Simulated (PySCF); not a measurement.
# Working out the ionisation energy of Xe

Xe [Xe] (1S) → Xe⁺ [Kr] 4d10 5s2 5p5 (2P). Calculation: PySCF 2.14, in x2c-TZVPPall with one added diffuse shell each of s, p, d, f type (9s7p5d3f, 76 functions); the spin-free X2C one-electron Hamiltonian (Gaussian nucleus). Frozen: [Ar] 3d10. Energies in hartree (1 hartree = 27.21139 eV):

| part | Xe (lower) | Xe⁺ (upper) |
| --- | --- | --- |
| UHF | -7443.465645 | -7443.042699 |
| CCSD correlation | -0.611849 | -0.584582 |
| (T) | -0.011218 | -0.009383 |

What does Hartree-Fock give?

(-7443.042699) − (-7443.465645) = 0.422946 hartree = 11.509 eV.

What do CCSD and CCSD(T) give?

The CCSD correlation energies differ by 0.027267 hartree = 0.742 eV and the triples by 0.001835 hartree = 0.050 eV, so CCSD gives 12.251 eV and CCSD(T) 12.301 eV.

Measured between the centres of the two terms (NIST): 12.565 eV, so CCSD(T) (valence and next inner shell) is off by -0.264 eV.

What remains against the reference includes basis incompleteness, the frozen core and higher excitations.
